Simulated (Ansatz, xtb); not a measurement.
Isomers of C6H5N3 in order of energy

6 gas-phase structures of C6H5N3, from a drawn sample of its isomers (lower ones may exist). Each was relaxed with GFN2-xTB:

A. `Cc1ncncc1C#N`, a singlet
B. `Cc1ncc(C#N)cn1`, a singlet
C. `Cc1nccc(C#N)n1`, a singlet
D. `Cc1cc(C#N)ncn1`, a singlet
E. `Cc1cncnc1C#N`, a singlet
F. `Cc1ccnc(C#N)n1`, a singlet

Q: Make a reasoned guess at their ranking by r2SCAN-D4/def2-SVP single-point energy.

A: Calculated order at r2SCAN-D4/def2-SVP: A (0.0), B (0.8), C (10.2), D (12.6), F (13.7), E (17.4) kJ/mol. Less than 1 kcal/mol parts A and B; C and D; D and F; F and E, so the order within those pairs means little.

Energies above the lowest of each column, in kJ/mol; the last columns are at B3LYP/def2-SVP geometries:

```
structure  GFN2-xTB  HF/STO-3G  r2SCAN-D4/def2-SVP  B3LYP/def2-SVP  CCSD(T)/def2-SVP + ΔMP2/def2-TZVPP
        A       0.0        1.1                 0.0             1.6                                 0.0
        B       0.4        0.0                 0.8             0.0                                 2.4
        C      11.4        3.0                10.2             8.3                                 9.3
        D      12.1        4.6                12.6            10.8                                10.4
        F      16.2        4.4                13.7            11.6                                13.8
        E      16.7        8.5                17.4            17.6                                15.0
```

CCSD(T)/def2-SVP + ΔMP2/def2-TZVPP has A and B within 1 kcal/mol of each other at the bottom, and every level picks one of them. C keeps a small imaginary mode. ΔMP2 is the change of the MP2 energy from the smaller to the larger basis.

Over these structures GFN2-xTB departs from r2SCAN-D4/def2-SVP by 1.0 kJ/mol on average once a common shift is removed. A GFN2-xTB relaxation took about 0.06 s and the r2SCAN-D4/def2-SVP energy about 3.9 s on a shared host (Ansatz 0.2.0, xtb 6.7.1).
